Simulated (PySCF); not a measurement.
## Two-component Hartree-Fock for Pt⁴⁺ (platinum, charge +4)

Start: [Xe] 4f14 5d6; 5d3/2 filled at m_j = -3/2, -1/2, +1/2, +3/2; 5d5/2 filled at m_j = +3/2, +5/2. Calculated with PySCF 2.14 in x2c-TZVPPall-2c (11s11p10d3f1g, 124 functions): generalised Hartree-Fock with the X2C-1e Hamiltonian and a Gaussian nucleus; one run each with spin-orbit coupling (SO) switched off, then screened by Boettger's factors.

```json
{"spinor shell": "1s1/2", "electrons": "2", "ε, spin-free (eV)": "-78884.3", "ε, screened SO (eV)": "-78855.2", "weight of nominal j (screened SO)": "1.000", "rms radius, screened SO (bohr)": "0.0194"}
{"spinor shell": "2s1/2", "electrons": "2", "ε, spin-free (eV)": "-14051.7", "ε, screened SO (eV)": "-14042.4", "weight of nominal j (screened SO)": "1.000", "rms radius, screened SO (bohr)": "0.0782"}
{"spinor shell": "2p1/2", "electrons": "2", "ε, spin-free (eV)": "-12195.0", "ε, screened SO (eV)": "-13438.0", "weight of nominal j (screened SO)": "1.000", "rms radius, screened SO (bohr)": "0.0663"}
{"spinor shell": "2p3/2", "electrons": "4", "ε, spin-free (eV)": "-12195.0", "ε, screened SO (eV)": "-11703.4", "weight of nominal j (screened SO)": "1.000", "rms radius, screened SO (bohr)": "0.0741"}
{"spinor shell": "3s1/2", "electrons": "2", "ε, spin-free (eV)": "-3408.2", "ε, screened SO (eV)": "-3405.1", "weight of nominal j (screened SO)": "1.000", "rms radius, screened SO (bohr)": "0.200"}
{"spinor shell": "3p1/2", "electrons": "2", "ε, spin-free (eV)": "-2858.8", "ε, screened SO (eV)": "-3134.6", "weight of nominal j (screened SO)": "1.000", "rms radius, screened SO (bohr)": "0.191"}
{"spinor shell": "3p3/2", "electrons": "4", "ε, spin-free (eV)": "-2858.8", "ε, screened SO (eV)": "-2747.4", "weight of nominal j (screened SO)": "1.000", "rms radius, screened SO (bohr)": "0.207"}
{"spinor shell": "3d3/2", "electrons": "4", "ε, spin-free (eV)": "-2254.0", "ε, screened SO (eV)": "-2302.3", "weight of nominal j (screened SO)": "1.000", "rms radius, screened SO (bohr)": "0.182"}
{"spinor shell": "3d5/2", "electrons": "6", "ε, spin-free (eV)": "-2254.0", "ε, screened SO (eV)": "-2219.1", "weight of nominal j (screened SO)": "1.000", "rms radius, screened SO (bohr)": "0.186"}
{"spinor shell": "4s1/2", "electrons": "2", "ε, spin-free (eV)": "-809.07", "ε, screened SO (eV)": "-807.96", "weight of nominal j (screened SO)": "1.000", "rms radius, screened SO (bohr)": "0.441"}
{"spinor shell": "4p1/2", "electrons": "2", "ε, spin-free (eV)": "-625.77", "ε, screened SO (eV)": "-692.17", "weight of nominal j (screened SO)": "1.000", "rms radius, screened SO (bohr)": "0.447"}
{"spinor shell": "4p3/2", "electrons": "4", "ε, spin-free (eV)": "-625.77", "ε, screened SO (eV)": "-598.55", "weight of nominal j (screened SO)": "1.000", "rms radius, screened SO (bohr)": "0.480"}
{"spinor shell": "4d3/2", "electrons": "4", "ε, spin-free (eV)": "-398.19", "ε, screened SO (eV)": "-408.60", "weight of nominal j (screened SO)": "0.999", "rms radius, screened SO (bohr)": "0.496"}
{"spinor shell": "4d5/2", "electrons": "6", "ε, spin-free (eV)": "-398.19", "ε, screened SO (eV)": "-390.25", "weight of nominal j (screened SO)": "0.999", "rms radius, screened SO (bohr)": "0.507"}
{"spinor shell": "5s1/2", "electrons": "2", "ε, spin-free (eV)": "-170.73", "ε, screened SO (eV)": "-170.42", "weight of nominal j (screened SO)": "1.000", "rms radius, screened SO (bohr)": "1.02"}
{"spinor shell": "4f5/2", "electrons": "6", "ε, spin-free (eV)": "-143.38", "ε, screened SO (eV)": "-144.93", "weight of nominal j (screened SO)": "0.991", "rms radius, screened SO (bohr)": "0.562"}
{"spinor shell": "4f7/2", "electrons": "8", "ε, spin-free (eV)": "-143.38", "ε, screened SO (eV)": "-141.19", "weight of nominal j (screened SO)": "0.993", "rms radius, screened SO (bohr)": "0.564"}
{"spinor shell": "5p1/2", "electrons": "2", "ε, spin-free (eV)": "-119.04", "ε, screened SO (eV)": "-132.34", "weight of nominal j (screened SO)": "0.963", "rms radius, screened SO (bohr)": "1.10"}
{"spinor shell": "5p3/2", "electrons": "4", "ε, spin-free (eV)": "-119.04", "ε, screened SO (eV)": "-113.24", "weight of nominal j (screened SO)": "0.982", "rms radius, screened SO (bohr)": "1.18"}
{"spinor shell": "5d3/2", "electrons": "4", "ε, spin-free (eV)": "-60.780", "ε, screened SO (eV)": "-60.869", "weight of nominal j (screened SO)": "0.742", "rms radius, screened SO (bohr)": "1.51"}
{"spinor shell": "5d5/2", "electrons": "2", "ε, spin-free (eV)": "-60.780", "ε, screened SO (eV)": "-60.586", "weight of nominal j (screened SO)": "0.797", "rms radius, screened SO (bohr)": "1.53"}
```

```tsv
quantity	spin-free	screened SO
E (hartree)	-18396.05317	-18423.11330
M_J	4	4
⟨J²⟩	20.012	20.042
⟨L²⟩	6.009	7.088
⟨S²⟩	6.003	5.583
```

Each row is a mean over spinors that exchange with the open shell spreads, by up to 9.298 eV (5p3/2).

Rows whose weight is well below 1 are mixtures of j = l ± 1/2: exchange outweighs spin-orbit coupling there, and the label is only the starting occupation.

Breit and QED terms are absent; they matter most for the inner s and p1/2 levels.

Densities and radii are taken from the X2C orbitals without a picture-change correction, which distorts them close to the nucleus.

Without spin-orbit coupling the j labels of p, d and f shells carry no meaning; the spin-free column gives the mean over the occupied spinors of each nl shell.
